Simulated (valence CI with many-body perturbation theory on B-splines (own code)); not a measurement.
## Xe XXXIV: M1 decay

Calculated by relativistic CI+MBPT: three valence electrons over a frozen Dirac-Fock core [Ar], a basis of 7 s, 7 p, 8 d, 6 f, 4 g, 1 h functions for each j, with the one-electron correlation potential Σ1, the two-electron term Σ2, the three-electron term Σ3, Breit, model QED; selected CI, second order for the rest, scaled by the run's own slope (own B-spline code, finite nucleus).

The last digits are not significant, and no measured levels were compared; by estimate large intervals hold to a few tenths of a per cent, small ones and those within an open d or f shell to about a per cent. Only levels of the ground parity were solved; by the run's estimate the other parity begins above the list, which can be wrong where configurations are misplaced.

Lines 51 to 66 of 66 in falling wavelength, among levels below 547500 cm⁻¹, chosen from the decays that carry over 1 % of a level's rate. Wavelengths and rates use the calculated energies. S is in atomic units (e²a₀⁴ for E2 and M2, e²a₀⁶ for E3), for M1 in squared Bohr magnetons. Weak lines are less certain than strong ones. Lines between different terms over intervals too small for the method are left out, as are lines whose strength nearly cancels. The highest levels of a list are the least certain.

Levels are named by their leading jj configuration (3d3/2^4 stands for four electrons in 3d with j = 3/2), which in mixed levels can hold well under half, so a name can repeat and another be missing. Letters in brackets count levels of one name in rising energy.

| λ vac (nm) | Upper | Lower | Type | A (s⁻¹) | S (a.u.) |
| --- | --- | --- | --- | --- | --- |
| 40.05 | (3d5/2^3) J=5/2 | (3d3/2 3d5/2^2) J=3/2 [a] | M1 | 4.10e+04 | 5.87e-01 |
| 39.66 | (3d5/2^3) J=9/2 | (3d3/2^2 3d5/2) J=7/2 | M1 | 2.37e+03 | 5.48e-02 |
| 38.07 | (3d3/2 3d5/2^2) J=3/2 [b] | (3d3/2^2 3d5/2) J=5/2 [b] | M1 | 1.74e+03 | 1.43e-02 |
| 37.31 | (3d3/2 3d5/2^2) J=7/2 [b] | (3d3/2^2 3d5/2) J=5/2 [a] | M1 | 3.24e+03 | 4.99e-02 |
| 36.99 | (3d5/2^3) J=3/2 | (3d3/2^2 3d5/2) J=3/2 | M1 | 5.33e+03 | 4.00e-02 |
| 36.13 | (3d3/2 3d5/2^2) J=3/2 [a] | (3d3/2^3) J=3/2 | M1 | 3.96e+03 | 2.77e-02 |
| 34.47 | (3d5/2^3) J=5/2 | (3d3/2^2 3d5/2) J=5/2 [b] | M1 | 1.64e+04 | 1.50e-01 |
| 34.45 | (3d3/2 3d5/2^2) J=1/2 | (3d3/2^3) J=3/2 | M1 | 9.01e+02 | 2.73e-03 |
| 34.24 | (3d5/2^3) J=5/2 | (3d3/2 3d5/2^2) J=7/2 [a] | M1 | 1.85e+04 | 1.65e-01 |
| 31.84 | (3d5/2^3) J=3/2 | (3d3/2^2 3d5/2) J=5/2 [a] | M1 | 1.31e+04 | 6.29e-02 |
| 30.98 | (3d3/2 3d5/2^2) J=5/2 [a] | (3d3/2^3) J=3/2 | M1 | 1.28e+03 | 8.44e-03 |
| 29.31 | (3d3/2 3d5/2^2) J=5/2 [b] | (3d3/2^3) J=3/2 | M1 | 2.89e+03 | 1.62e-02 |
| 29.09 | (3d3/2 3d5/2^2) J=3/2 [b] | (3d3/2^2 3d5/2) J=1/2 | M1 | 2.20e+03 | 8.04e-03 |
| 27.31 | (3d3/2 3d5/2^2) J=3/2 [b] | (3d3/2^2 3d5/2) J=3/2 | M1 | 4.96e+03 | 1.50e-02 |
| 25.37 | (3d5/2^3) J=5/2 | (3d3/2^2 3d5/2) J=7/2 | M1 | 3.08e+03 | 1.12e-02 |
| 24.39 | (3d3/2 3d5/2^2) J=3/2 [b] | (3d3/2^2 3d5/2) J=5/2 [a] | M1 | 4.84e+03 | 1.04e-02 |
